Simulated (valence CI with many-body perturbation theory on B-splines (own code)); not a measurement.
# Missing levels of Sb20+

Method: configuration interaction combined with many-body perturbation theory (CI+MBPT): three valence electrons over a frozen Dirac-Fock core [Ar] 3d10, a basis of 11 s, 11 p, 10 d, 8 f, 5 g, 2 h functions for each j, with the one-electron correlation potential Σ1, the two-electron term Σ2, the three-electron term Σ3, Breit, model QED; selected CI, second order for the rest, scaled by the run's own slope (own B-spline code, finite nucleus).

No measured spectrum was set against this ion. As an estimate, levels hold to about 250 cm⁻¹ or 0.2 % of their energy and the worst to 1 %, as in measured heavy ions of charge 2 to 7; those with d or f electrons hold less well.

| Level | E (cm⁻¹) |
| --- | --- |
| 4s2.4p 2P°_1/2 | 0 |
| 4s2.4p 2P°_3/2 | 99624 |
| 4s.4p2 4P_1/2 | 346170 |
| 4s.4p2 4P_3/2 | ? |
| 4s.4p2 4P_5/2 | 437330 |
| 4s.4p2 2D_3/2 | ? |
| 4s.4p2 2P_1/2 | 523400 |
| 4s.4p2 2D_5/2 | 536600 |
| 4s.4p2 2S_1/2 | 622770 |
| 4s.4p2 2P_3/2 | ? |
| 4s2.4d 2D_3/2 | ? |
| 4s2.4d 2D_5/2 | 771660 |
| 4p3 2P°_3/2 [a] | 865500 |
| 4p3 4S°_3/2 | 936770 |
| 4p3 2D°_5/2 | ? |
| 4p3 2P°_1/2 | 995400 |
| 4s.4p.4d 4F°_3/2 | ? |
| 4s.4p.4d 4F°_5/2 | 1042000 |
| 4p3 2P°_3/2 [b] | 1063500 |
| 4s.4p.4d 4F°_7/2 | 1073300 |

Names give the largest LS component (configuration and term), which can be under half, so a name can repeat, a term be missing and a line seem to break the LS rules; names also repeat where a configuration has a term twice. Letters in brackets count levels of one name in rising energy.

Question: The levels stand in rising order. What does the calculation give for the missing energies?

Answer: 4s.4p2 4P_3/2 408010; 4s.4p2 2D_3/2 490210; 4s.4p2 2P_3/2 630820; 4s2.4d 2D_3/2 754190; 4p3 2D°_5/2 942170; 4s.4p.4d 4F°_3/2 1023400.
